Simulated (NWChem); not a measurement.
Molecule: HSO$_{3}$, doublet; SMILES O=[S](=O)O

```xyz
5

O      1.0843    -0.9565     0.1899
S      0.1349     0.0688    -0.2589
O      0.1865     1.4547     0.1941
O     -1.3719    -0.4572     0.1179
H     -1.3490    -1.4286     0.1267
```
Atoms are numbered in this order, from 1.

All runs: NWChem. Pople sets run with spherical d functions. Spin-unrestricted. Medium grid unless said otherwise, to which SCAN and Minnesota functionals are sensitive. Structure relaxed at the PBE0/def2-SVP, spin-unrestricted level. No stability test was run on the SCF state. Total energies of different functionals are on different scales.

```
level                               energy (Ha)  highest occupied level (eV)  lowest empty minus highest occupied level, either spin (eV)  dipole (D)   <S²>
----------------------------------  -----------  ---------------------------  -----------------------------------------------------------  ----------  -----
B3LYP/6-31G*                          -624.3455                        -7.81                                                         3.15        2.77  0.755
PBE/6-31G*                            -623.9543                        -6.39                                                         1.15        2.67  0.752
r2SCAN0/6-31G*                        -624.1636                        -8.54                                                         4.28        2.89  0.759
OLYP/6-31G*                           -624.3061                        -6.28                                                         1.19        2.64  0.752
SCAN/6-31G*                           -624.3112                        -7.03                                                         1.89        2.79  0.755
LDA (Slater exchange, VWN5)/6-31G*    -621.3936                          ___                                                          ___        2.74  0.751
B3PW91/6-31G*                         -624.2127                        -7.87                                                         3.22        2.80  0.755
BHandHLYP/6-31G*                      -624.2094                        -9.77                                                         6.39        2.93  0.762
```

Question: Fill in the missing entries.

Answer: 
- LDA (Slater exchange, VWN5)/6-31G*, highest occupied level (eV): -6.47
- LDA (Slater exchange, VWN5)/6-31G*, lowest empty minus highest occupied level, either spin (eV): 0.90
